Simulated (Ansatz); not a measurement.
(GeF2)n: r2SCAN-D4/def2-TZVP single points in Ansatz on relaxed structures, gas phase. Each cluster is the lowest isomer that a short search found in that spin, judged at the geometry's level, and lower ones may exist. Binding counts from free atoms in the multiplicity of their measured ground term, without zero-point energy. Singlets are spin-restricted. The structures are stationary points that may keep the symmetry of their start.

Question: Estimate the order by HOMO (eV), lowest first.
A. Ge3F6 (singlet)
B. GeF2 (singlet)
C. Ge4F8 (singlet)

Answer: B (-7.99), A (-7.51), C (-7.05).

In full:

```
species  atoms    state           geometry  HOMO (eV)  LUMO (eV)  gap (eV)  binding per atom (eV)          lowest of the spins relaxed  point group (within 0.1 Å)
   GeF2      3  singlet  PBE0-D4/def2-TZVP      -7.99      -3.31      4.68                   3.73  singlet, of singlet/triplet/quintet                         C2v
  Ge3F6      9  singlet    PBE-D4/def2-SVP      -7.51      -2.16      5.36                   3.95                                    –                           –
  Ge4F8     12  singlet    PBE-D4/def2-SVP      -7.05      -3.23      3.82                   3.91                                    –                           –
```

The gap (eV) runs from 3.82 (Ge4F8) to 5.36 (Ge3F6). The binding per atom (eV) runs from 3.73 (GeF2) to 3.95 (Ge3F6).
